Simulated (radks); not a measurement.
The numbers below are computed, except where a source is named.
Q: Neutral nitrogen, [He] 2s2 2p3. Level of theory: non-relativistic Kohn-Sham, PBE, spin-polarised, spherical densities, point nucleus (a radial shooting solver on a logarithmic mesh with Libxc functionals). Every spin shell is full or empty, so the densities are truly spherical. Functionals are evaluated on that one density, not self-consistently. Rank these exchange functionals by their error against the exact value of the orbitals, and give that value: LDA, PBEsol, revPBE, PW91, PW86, SOGGA, G96, EV93, TPSS, r2SCAN, MS2, Tao-Mo, MVS.

A: Exact: -6.57138 hartree. From best to worst, with 100 (|E| - |E exact|)/|E exact| (equal figures are ties): r2SCAN +0.04, G96 +0.04, MVS -0.12, revPBE +0.22, PW91 -0.25, Tao-Mo +0.44, MS2 +0.50, TPSS +0.51, PW86 +0.81, EV93 +3.22, PBEsol -4.36, SOGGA -4.45, LDA -10.54.
